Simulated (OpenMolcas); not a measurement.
## Mn3+: effect of the basis set

```yaml
Program: OpenMolcas 26.06
Method: "SS-CASPT2, IPEA 0.25 Eh, imaginary shift 0.1 Eh (closed shells correlated: 3s 3p)"
Active_space: 4 electrons in 5 orbitals (3d)
State_averaging: 2S+1 = 5 even, 5 roots; 2S+1 = 3 even, 45 roots; 2S+1 = 1 even, 50 roots
Spin-orbit_coupling: state interaction with AMFI integrals over the reference wave functions, term energies averaged over their components
```

A. ANO-R1 [5s3p3d1f], X2C, finite nucleus; CASPT2 step about 13 core-seconds
B. ANO-L-VTZP [6s5p3d2f1g], non-relativistic, point nucleus; CASPT2 step of the order of 26 core-seconds
C. ANO-RCC-VTZP [6s5p3d2f1g], DKH2, point nucleus; CASPT2 step of the order of 30 core-seconds
D. ANO-R2 [7s4p4d2f1g], X2C, finite nucleus; CASPT2 step about 26 core-seconds
E. ANO-RCC-VQZP [7s6p4d3f2g1h], DKH2, point nucleus; CASPT2 step of the order of 40 core-seconds
F. ANO-R3 [8s5p5d3f2g1h], X2C, finite nucleus; CASPT2 step about 50 core-seconds

Energies in cm-1 above 3d4 5D0, the measured ground level; measured values from Corliss and Sugar, J. Phys. Chem. Ref. Data 6, 1253 (1977).

```csv
Level,A,B,C,D,E,F,Measured
3d4 5D0,0.0,0.0,0.0,0.0,0.0,0.0,0.0
3d4 5D1,105,107,103,101,101,102,99.0
3d4 5D2,310,314,302,298,297,301,287
3d4 5D3,606,613,590,582,579,588,552
3d4 5D4,982,992,957,944,939,953,886
3d4 3P0(1),21520,20970,20820,20960,20570,20460,20654
3d4 3P1(1),22150,21600,21430,21560,21170,21080,21279
3d4 3H4,22720,21750,21570,21720,21250,21170,21281
3d4 3H5,22950,21980,21790,21930,21460,21390,21475
3d4 3H6,23200,22230,22040,22180,21700,21640,21679
3d4 3P2(1),23240,22700,22490,22610,22220,22140,22325
3d4 3F2(1),24020,23340,23080,23250,22790,22710,22791
3d4 3F3(1),24110,23420,23160,23320,22860,22790,22862
3d4 3F4(1),24220,23540,23280,23440,22980,22900,22959
3d4 3G3,27090,26150,25960,26110,25650,25560,25440
3d4 3G4,27350,26420,26220,26370,25900,25820,25671
3d4 3G5,27590,26650,26450,26590,26130,26050,25878
3d4 1G4(1),33110,32330,32030,32240,31680,31490,
3d4 3D3,33350,32340,32110,32280,31840,31720,31385
3d4 3D2,33440,32430,32200,32360,31920,31810,31474
3d4 3D1,33530,32520,32280,32450,32010,31900,31581
3d4 1I6,34340,32890,32660,32840,32130,32060,
3d4 1S0(1),35300,34810,34590,34770,34190,34050,
3d4 1D2(1),42460,41090,40750,40970,40390,40210,
```

Deviations, from unrounded energies. A percentage is the sum of absolute deviations over the sum of measured energies, with the sign that they share, or ± where signs differ.

```json
{"Against measurement": "mean absolute deviation (cm-1)", "Levels": "19", "A": "1200", "B": "500", "C": "330", "D": "450", "E": "130", "F": "140"}
{"Against measurement": "fine structure of the ground term (%)", "Levels": "4", "A": "+9.8", "B": "+11.0", "C": "+7.0", "D": "+5.6", "E": "+5.0", "F": "+6.6"}
{"Against measurement": "other terms of the ground configuration (%)", "Levels": "15", "A": "+5.9", "B": "+2.5", "C": "+1.7", "D": "+2.3", "E": "±0.7", "F": "±0.7"}
```

E, F lie about equally close to measurement and A furthest from it. The largest miss of E in the table is 3d4 3D3, by +450 cm-1. The ranking rests on the paired levels alone, and a cruder setting can come out closer through cancelling errors.

The two smallest mean deviations differ by little beside CASPT2's spread within terms, so their order carries little weight.

Among A to F the level of the table that moves most is 3d4 1I6, by 2300 cm-1 (lowest in F, highest in A). Moves below CASPT2's spread within the term are not significant.

CASPT2 breaks the degeneracy within a term, and the mean is taken; among the terms shown or strongly mixed into the levels shown the widest spread is 370 cm-1 (3d4 1G(1), B). The CASPT2 spread within a term exceeds the gap to the next term for 3d4 1G(1) and 3d4 3D, so the order of their levels is uncertain (figures for B; the like holds for C, D, E, F). The basis is small and was not contracted for so high a charge (holds for A). Computed and measured levels are paired by configuration, term and J; levels that our copy of the source lacks, or whose pairing is in doubt (as where it misses far off the trend of its configuration), stay unpaired and out of the deviations. Only configurations of the active space appear. The table leaves out levels that lie high or whose names do not pair safely across all columns.

A number in round brackets counts repeated terms of one configuration in the order of the reference energies.
